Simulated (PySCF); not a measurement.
cyclopropene (C3H4), singlet, geometry from GFN2-xTB, with bond 4-1 at 3.0 times its length; PBE/6-31G* (PySCF).

Input for PySCF:
```python
from pyscf import gto, scf, dft

mol = gto.M(
    atom='''
C    -0.02398035   -0.00988421    0.85291858
C     0.01415246   -0.64253561   -0.50675464
C     0.01392072    0.65410679   -0.49173477
H     2.64506694   -0.03099248    2.71634623
H    -0.94715748   -0.01665393    1.42309451
H     0.02873121   -1.56595013   -1.03014057
H     0.02816727    1.58940251   -0.99359004
''',
    basis='6-31g*',
    verbose=4,
)

mf = dft.RKS(mol)
mf.xc = 'pbe'
mf.kernel()
mo_i, mo_e, stable_i, stable_e = mf.stability(internal=True, external=True, return_status=True, nroots=6, tol=1e-6)
print('internally stable:', stable_i, ' externally stable:', stable_e)
if not stable_e:
    umf = mf.to_uhf() if not hasattr(mf, 'xc') else mf.to_uks()
    umf.scf_summary = {}
    umf.kernel(umf.make_rdm1(mo_e, umf.mo_occ))
```

Q: Write the output that PySCF gives for this input, abridged.

A: 
```
PySCF version 2.14.0

[INPUT] verbose = 4
[INPUT] num. atoms = 7
[INPUT] num. electrons = 22
[INPUT] charge = 0
[INPUT] spin (= nelec alpha-beta = 2S) = 0
[INPUT] symmetry False subgroup None
[INPUT] Mole.unit = angstrom
[INPUT] Symbol           X                Y                Z      unit          X                Y                Z       unit  Magmom
[...]
nuclear repulsion = 60.5616032906933
number of shells = 26
number of NR pGTOs = 97
number of NR cGTOs = 50
basis = 6-31g*
ecp = {}

******** <class 'pyscf.dft.rks.RKS'> ********
method = RKS
initial guess = minao
damping factor = 0
level_shift factor = 0
DIIS = <class 'pyscf.scf.diis.CDIIS'>
diis_start_cycle = 1
diis_space = 8
diis_damp = 0
SCF conv_tol = 1e-09
SCF conv_tol_grad = None
SCF max_cycles = 50
direct_scf = True
direct_scf_tol = 1e-13
XC library pyscf.dft.libxc version 7.1.2
    S. Lehtola, C. Steigemann, M. J. T. Oliveira, and M. A. L. Marques,  SoftwareX 7, 1–5 (2018)
XC functionals = pbe
    J. P. Perdew, K. Burke, and M. Ernzerhof,  Phys. Rev. Lett. 77, 3865 (1996)
    J. P. Perdew, K. Burke, and M. Ernzerhof,  Phys. Rev. Lett. 78, 1396 (1997)
    J. P. Perdew, K. Burke, and M. Ernzerhof,  Phys. Rev. Lett. 77, 3865 (1996)
    J. P. Perdew, K. Burke, and M. Ernzerhof,  Phys. Rev. Lett. 78, 1396 (1997)
radial grids:
    Treutler-Ahlrichs [JCP 102, 346 (1995); DOI:10.1063/1.469408] (M4) radial grids

becke partition: Becke, JCP 88, 2547 (1988); DOI:10.1063/1.454033
pruning grids: <function nwchem_prune>
grids dens level: 3
symmetrized grids: False
atomic radii adjust function: <function treutler_atomic_radii_adjust>
small_rho_cutoff = 0
Set gradient conv threshold to 3.16228e-05
Initial guess from minao.
tot grids = 81592
init E= -116.558623692526
cycle= 1 E= -116.230462234754  delta_E= 0.328  |g|= 0.239  |ddm|= 2.48
cycle= 2 E= -115.867285604057  delta_E= 0.363  |g|= 0.461  |ddm|= 1.72
cycle= 3 E= -116.065664140049  delta_E= -0.198  |g|= 0.556  |ddm|= 2.02
cycle= 4 E= -116.238093234421  delta_E= -0.172  |g|= 0.206  |ddm|= 0.672
cycle= 5 E= -116.063359308576  delta_E= 0.175  |g|= 0.436  |ddm|= 0.793
cycle= 6 E= -116.097715455135  delta_E= -0.0344  |g|= 0.418  |ddm|= 0.152
cycle= 7 E= -116.149418581363  delta_E= -0.0517  |g|= 0.361  |ddm|=  0.2
cycle= 8 E= -116.143757648681  delta_E= 0.00566  |g|= 0.366  |ddm|= 0.0249
cycle= 9 E= -116.109111038128  delta_E= 0.0346  |g|= 0.39  |ddm|= 0.148
cycle= 10 E= -116.090251522572  delta_E= 0.0189  |g|= 0.404  |ddm|= 0.0794
cycle= 11 E= -116.178472264924  delta_E= -0.0882  |g|= 0.359  |ddm|=  1.4
cycle= 12 E= -116.184043533296  delta_E= -0.00557  |g|= 0.313  |ddm|= 1.08
cycle= 13 E= -116.192343965185  delta_E= -0.0083  |g|= 0.305  |ddm|= 0.0521
cycle= 14 E= -116.171148989879  delta_E= 0.0212  |g|= 0.331  |ddm|= 0.104
cycle= 15 E= -116.145476854066  delta_E= 0.0257  |g|= 0.358  |ddm|= 0.11
cycle= 16 E= -116.151889043662  delta_E= -0.00641  |g|= 0.352  |ddm|= 0.0275
cycle= 17 E= -116.143746443457  delta_E= 0.00814  |g|= 0.359  |ddm|= 0.0356
cycle= 18 E= -116.153130510219  delta_E= -0.00938  |g|= 0.351  |ddm|= 0.0417
cycle= 19 E= -116.143030191025  delta_E= 0.0101  |g|= 0.363  |ddm|= 0.0408
cycle= 20 E= -116.220400195472  delta_E= -0.0774  |g|= 0.257  |ddm|= 1.08
cycle= 21 E= -116.20301008192  delta_E= 0.0174  |g|= 0.278  |ddm|= 0.846
cycle= 22 E= -116.242886566122  delta_E= -0.0399  |g|= 0.163  |ddm|= 0.243
cycle= 23 E= -116.246062955357  delta_E= -0.00318  |g|= 0.144  |ddm|= 0.0318
cycle= 24 E= -116.245975215492  delta_E= 8.77e-05  |g|= 0.143  |ddm|= 0.0112
cycle= 25 E= -116.25857157644  delta_E= -0.0126  |g|= 0.0164  |ddm|= 0.201
cycle= 26 E= -116.25869305092  delta_E= -0.000121  |g|= 0.00767  |ddm|= 0.035
cycle= 27 E= -116.25872038613  delta_E= -2.73e-05  |g|= 0.00291  |ddm|= 0.00671
cycle= 28 E= -116.258719657206  delta_E= 7.29e-07  |g|= 0.00318  |ddm|= 0.00913
cycle= 29 E= -116.258725143173  delta_E= -5.49e-06  |g|= 0.000779  |ddm|= 0.00582
[...]
converged SCF energy = -116.258725485794
rhf_internal: lowest eigs of H = [0.43748807 0.65587866 0.81454856 0.94670299 0.97635188 0.98489236]
<class 'pyscf.dft.rks.RKS'> wavefunction is stable in the internal stability analysis

WARN: QR decomposition removed 1 vectors.

rhf_real2complex: lowest eigs of H = [0.02672592 0.09844204 0.15184559 0.18171252 0.22356171 0.23734381]
<class 'pyscf.dft.rks.RKS'> wavefunction is stable in the real -> complex stability analysis
rhf_external: lowest eigs of H = [-0.0689275   0.07449822  0.12557973  0.15442215  0.18834816  0.1958221 ]
<class 'pyscf.dft.rks.RKS'> wavefunction has an RHF/RKS -> UHF/UKS instability
internally stable: True  externally stable: False

******** <class 'pyscf.dft.uks.UKS'> ********
method = UKS
initial guess = minao
damping factor = 0
level_shift factor = 0
DIIS = <class 'pyscf.scf.diis.CDIIS'>
diis_start_cycle = 1
diis_space = 8
diis_damp = 0
SCF conv_tol = 1e-09
SCF conv_tol_grad = None
SCF max_cycles = 50
direct_scf = True
direct_scf_tol = 1e-13
number electrons alpha = 11  beta = 11
XC library pyscf.dft.libxc version 7.1.2
    S. Lehtola, C. Steigemann, M. J. T. Oliveira, and M. A. L. Marques,  SoftwareX 7, 1–5 (2018)
XC functionals = pbe
    J. P. Perdew, K. Burke, and M. Ernzerhof,  Phys. Rev. Lett. 77, 3865 (1996)
    J. P. Perdew, K. Burke, and M. Ernzerhof,  Phys. Rev. Lett. 78, 1396 (1997)
    J. P. Perdew, K. Burke, and M. Ernzerhof,  Phys. Rev. Lett. 77, 3865 (1996)
    J. P. Perdew, K. Burke, and M. Ernzerhof,  Phys. Rev. Lett. 78, 1396 (1997)
radial grids:
    Treutler-Ahlrichs [JCP 102, 346 (1995); DOI:10.1063/1.469408] (M4) radial grids

becke partition: Becke, JCP 88, 2547 (1988); DOI:10.1063/1.454033
pruning grids: <function nwchem_prune>
grids dens level: 3
symmetrized grids: False
atomic radii adjust function: <function treutler_atomic_radii_adjust>
small_rho_cutoff = 0
Set gradient conv threshold to 3.16228e-05
init E= -116.206124845095
cycle= 1 E= -115.710618134389  delta_E= 0.496  |g|= 0.584  |ddm|= 1.31
cycle= 2 E= -115.089178199188  delta_E= 0.621  |g|= 1.15  |ddm|= 3.13
cycle= 3 E= -116.013043758101  delta_E= -0.924  |g|= 0.35  |ddm|= 2.49
cycle= 4 E= -115.841560499338  delta_E= 0.171  |g|= 0.351  |ddm|= 1.54
cycle= 5 E= -116.251448395396  delta_E= -0.41  |g|= 0.0744  |ddm|= 1.02
cycle= 6 E= -116.125003124854  delta_E= 0.126  |g|= 0.273  |ddm|= 0.669
cycle= 7 E= -116.158206428476  delta_E= -0.0332  |g|= 0.245  |ddm|= 0.0942
cycle= 8 E= -116.099446249512  delta_E= 0.0588  |g|= 0.28  |ddm|= 0.172
cycle= 9 E= -116.101596708452  delta_E= -0.00215  |g|= 0.28  |ddm|= 0.00665
cycle= 10 E= -116.121703138818  delta_E= -0.0201  |g|= 0.269  |ddm|= 0.059
cycle= 11 E= -116.091977139843  delta_E= 0.0297  |g|= 0.28  |ddm|= 0.0919
cycle= 12 E= -116.160343753225  delta_E= -0.0684  |g|= 0.243  |ddm|= 0.203
cycle= 13 E= -116.25091316679  delta_E= -0.0906  |g|= 0.0863  |ddm|= 0.583
cycle= 14 E= -116.258696253312  delta_E= -0.00778  |g|= 0.0125  |ddm|= 0.108
cycle= 15 E= -116.25920553564  delta_E= -0.000509  |g|= 0.0179  |ddm|= 0.0766
cycle= 16 E= -116.259546739532  delta_E= -0.000341  |g|= 0.0173  |ddm|= 0.0204
cycle= 17 E= -116.257488035699  delta_E= 0.00206  |g|= 0.0328  |ddm|= 0.127
cycle= 18 E= -116.258627305494  delta_E= -0.00114  |g|= 0.00916  |ddm|= 0.0625
cycle= 19 E= -116.258697556732  delta_E= -7.03e-05  |g|= 0.00495  |ddm|= 0.0221
cycle= 20 E= -116.258717291971  delta_E= -1.97e-05  |g|= 0.00271  |ddm|= 0.00433
cycle= 21 E= -116.258725451686  delta_E= -8.16e-06  |g|= 0.0002  |ddm|= 0.00394
cycle= 22 E= -116.258725441942  delta_E= 9.74e-09  |g|= 0.000209  |ddm|= 0.000133
cycle= 23 E= -116.258725493733  delta_E= -5.18e-08  |g|= 2.61e-06  |ddm|= 0.000316
cycle= 24 E= -116.25872549366  delta_E= 7.3e-11  |g|= 6.96e-06  |ddm|= 1.86e-05
Extra cycle  E= -116.258725465909  delta_E= 2.78e-08  |g|= 0.000156  |ddm|= 0.000238
SCF not converged.
SCF energy = -116.258725465909 after 50 cycles  <S^2> = 1.2013857e-10  2S+1 = 1
```

Convergence was not reached.
